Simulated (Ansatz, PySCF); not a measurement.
Process, species as SMILES: C[Si](Cl)(Cl)Cl [trichloro(methyl)silane] + 3 [SiH4] (SiH4) -> C[SiH3] + 3 [SiH3]Cl [chlorosilane]
Each molecule is optimised on its own at B3LYP-D3(BJ)/def2-TZVP (Ansatz, an electronic-structure program). Frequencies are from Ansatz or PySCF.

Wanted: bond separation energy (0 K, with B3LYP-D3(BJ) harmonic zero-point energies), in kJ/mol. Correlated levels leave the core frozen unless marked. No spin-orbit coupling. Non-relativistic. Basis-set limits of correlation are two-point, X^-3; Hartree-Fock from the larger set. [CCSD(T)-MP2]/basis is that difference in the basis named.

```
level                                                                 program  bond separation energy (kJ/mol)
-------------------------------------------------------------  --------------  -------------------------------
BLYP-D4/def2-TZVPD                                             Ansatz + dftd4                             47.6
PBE0-D3(BJ)/def2-TZVP                                          Ansatz + dftd3                             43.7
TPSSh-D3(BJ)/def2-TZVPD                                         PySCF + dftd3                             39.9
SCS-MP2/aug-cc-pV(T+d)Z                                                Ansatz                             39.1
SCS-MP2/cc-pwCVTZ                                                      Ansatz                             37.3
CCSD/STO-3G                                                            Ansatz                             -8.2
CCSD/6-31G                                                             Ansatz                              ___
CCSD(T) with core electrons (1s frozen past Ne)/cc-pwCVTZ              Ansatz                              ___
RI-MP2/CBS(cc-pV(T+d)Z,cc-pV(Q+d)Z)+[CCSD(T)-MP2]/cc-pV(T+d)Z          Ansatz                              ___
```

**Question.** Fill in the missing entries.

**Answer.** 
- CCSD/6-31G, bond separation energy (kJ/mol): 25.4
- CCSD(T) with core electrons (1s frozen past Ne)/cc-pwCVTZ, bond separation energy (kJ/mol): 41.8
- RI-MP2/CBS(cc-pV(T+d)Z,cc-pV(Q+d)Z)+[CCSD(T)-MP2]/cc-pV(T+d)Z, bond separation energy (kJ/mol): 40.5
